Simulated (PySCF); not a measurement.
CH₂N, SMILES [CH][NH] (connectivity only; charge and spin as stated), neutral, multiplicity 2. Coordinates come from a B3LYP-D3(BJ)/def2-TZVPD optimisation.

Level of theory: B3LYP-D3(BJ)/def2-TZVPD in PySCF.

Harmonic wavenumbers (cm⁻¹): 908, 967, 1182, 1803, 3013, 3416. Rotational constants (GHz): 419.3, 38.96, 35.65; symmetry number 1.

### Question
Work out the zero-point energy and the ideal-gas rigid-rotor harmonic-oscillator thermochemistry at 298.15 K and 1 atm.

### Answer
ZPE = ½ Σ hcν = ½ × 11291 cm⁻¹ = 67.53 kJ/mol. H − E(el) = 77.75 kJ/mol. Entropy in J/(mol K): translation 150.32, rotation 70.98, vibration 1.21, spin 5.76, total 228.27. G − E(el) = 9.69 kJ/mol. Cp = 38.05 J/(mol K).
